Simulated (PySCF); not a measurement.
All values below come from PBE-D3(BJ)/def2-TZVP // B3LYP-D3(BJ)/def2-TZVP run with PySCF. All species are isolated molecules in the gas phase. One relaxed conformer stands for a flexible species; it need not be the lowest. 

Reference species (SMILES): `[SH][GaH2]` (neutral, multiplicity 1).

```
Property    Result
--------  --------
HOMO      -6.54 eV
```

Changed species: `[GaH]([SH])[SH]` (H–S–Ga–S torsion 0°, S–Ga–S–H torsion 0°) (1 of 3 SH replaced by H; the reference has 2 of 3 SH replaced by H).

Question: Give the shifts of the HOMO.

Answer: the HOMO rises by 0.16 eV, to -6.38 eV.
